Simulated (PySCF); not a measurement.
**`C/C=C(C)/C=C\C(=O)O`: 4 charge schemes on one density**

Compound: C7H10O2.
Z-matrix (Å and degrees, GFN2-xTB geometry), rows numbered from 1:
```
C 
C   1  1.4918
C   2  1.3412  1  124.52
C   3  1.4998  2  121.19  1    -2.50
C   3  1.4517  2  118.71  1   178.91
C   5  1.3375  3  128.79  2  -160.05
C   6  1.4738  5  128.17  3     6.33
O   7  1.2063  6  124.71  5  -134.92
O   7  1.3447  6  113.35  5    49.00
H   1  1.0864  2  110.98  3  -171.61
H   1  1.0895  2  110.86  3   -50.64
H   1  1.0916  2  110.38  3    68.33
H   2  1.0814  1  116.39  3   178.61
H   4  1.0881  3  110.15  2   -37.93
H   4  1.0892  3  110.57  2    81.51
H   4  1.0870  3  110.79  2  -158.00
H   5  1.0840  3  114.28  2    21.48
H   6  1.0816  5  119.44  3  -173.21
H   9  0.9703  7  109.63  6   177.54
```

Density: PBE0/pcSseg-1 (PySCF); schemes: Mulliken, IAO, Hirshfeld and ESP-fitted. Isolated species at its GFN2-xTB geometry (one conformer only).

Do the Mulliken, IAO, Hirshfeld and ESP-fitted schemes agree on where the charge is highest?

All schemes agree: Mulliken C7 (+0.412); IAO C7 (+0.518); Hirshfeld C7 (+0.206); ESP-fitted C7 (+0.669).

For which atoms does the sign change between the 4 schemes (beyond +0.03 e in one, beyond −0.03 e in another)?

C3. Atomic charges aren't observables, and each scheme defines them in its own way.

Tabulate the Mulliken, IAO, Hirshfeld and ESP-fitted charges.

In e:

| atom | environment | Mulliken | IAO | Hirshfeld | ESP-fitted |
| --- | --- | --- | --- | --- | --- |
| C1 | allylic carbon | -0.215 | -0.432 | -0.114 | -0.480 |
| C2 | alkene CH carbon | -0.176 | -0.128 | -0.030 | -0.085 |
| C3 | fully substituted alkene carbon | -0.307 | 0.000 | +0.001 | +0.272 |
| C4 | allylic carbon | -0.163 | -0.428 | -0.124 | -0.590 |
| C5 | alkene CH carbon | -0.032 | -0.107 | -0.028 | -0.362 |
| C6 | alkene CH carbon | -0.126 | -0.233 | -0.069 | -0.196 |
| C7 | carboxylic acid carbon | +0.412 | +0.518 | +0.206 | +0.669 |
| O8 | acid carbonyl oxygen | -0.407 | -0.467 | -0.282 | -0.542 |
| O9 | acid hydroxyl oxygen | -0.366 | -0.482 | -0.162 | -0.553 |
| H10 | methyl hydrogen | +0.128 | +0.153 | +0.049 | +0.160 |
| H11 | methyl hydrogen | +0.134 | +0.154 | +0.048 | +0.154 |
| H12 | methyl hydrogen | +0.137 | +0.154 | +0.049 | +0.146 |
| H13 | vinylic hydrogen | +0.089 | +0.141 | +0.043 | +0.109 |
| H14 | methyl hydrogen | +0.130 | +0.147 | +0.045 | +0.170 |
| H15 | methyl hydrogen | +0.143 | +0.158 | +0.038 | +0.176 |
| H16 | methyl hydrogen | +0.143 | +0.151 | +0.037 | +0.197 |
| H17 | vinylic hydrogen | +0.101 | +0.155 | +0.052 | +0.176 |
| H18 | vinylic hydrogen | +0.135 | +0.174 | +0.055 | +0.159 |
| H19 | acid proton | +0.239 | +0.368 | +0.185 | +0.419 |

Mean size of the charges over all atoms: ESP-fitted 0.296 e, IAO 0.239 e, Mulliken 0.189 e, Hirshfeld 0.085 e. Each set sums to the total charge, 0, to within 0.001 e. The Hirshfeld scheme weights the molecular density at each point by an atom's share of the summed free-atom densities. The IAO scheme projects the occupied orbitals on a minimal set of polarised atomic orbitals and counts the electrons in each atom's part of it.

How many electrons does the Mulliken scheme count on C5?

Z − q = 6 − (-0.032) = 6.032.

Sum the charges by element.

```json
{"element": "C", "atoms": "7", "Mulliken": "-0.606", "IAO": "-0.808", "Hirshfeld": "-0.159", "ESP-fitted": "-0.771"}
{"element": "O", "atoms": "2", "Mulliken": "-0.772", "IAO": "-0.948", "Hirshfeld": "-0.443", "ESP-fitted": "-1.095"}
{"element": "H", "atoms": "10", "Mulliken": "+1.379", "IAO": "+1.756", "Hirshfeld": "+0.602", "ESP-fitted": "+1.866"}
```

How closely do the schemes follow one another over all atoms?

Correlation coefficient and root-mean-square difference: IAO with ESP-fitted 0.96, 0.106 e; IAO with Hirshfeld 0.96, 0.179 e; Hirshfeld with ESP-fitted 0.92, 0.248 e; Mulliken with IAO 0.91, 0.123 e; Mulliken with Hirshfeld 0.90, 0.125 e; Mulliken with ESP-fitted 0.81, 0.215 e.
